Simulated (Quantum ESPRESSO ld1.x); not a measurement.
Question: O+, 7 electrons, occupied as 1s1 2s2 2p3 3d1 (not the ground configuration). Method: scalar-relativistic Kohn-Sham, exchange-only B88, spin-unpolarised, spherical densities, point nucleus; computed with ld1.x of Quantum ESPRESSO 7.5. Some entries of the table are withheld. Estimate them.

| orbital | occ. | eigenvalue (Ry) | <r^2> (bohr^2) | <r> (bohr) |
|---|---|---|---|---|
| 1s | 1 | -45.2377 | 0.04955 | (1) |
| 2s | 2 | (2) | 1.115 | (3) |
| 2p | 3 | (4) | 1.022 | (5) |
| 3d | 1 | -0.28854 | 30.07 | 5.068 |

Answer: 
(1) 1s <r> (bohr): 0.1920
(2) 2s eigenvalue (Ry): -4.14743
(3) 2s <r> (bohr): 0.9666
(4) 2p eigenvalue (Ry): -3.09979
(5) 2p <r> (bohr): 0.9014
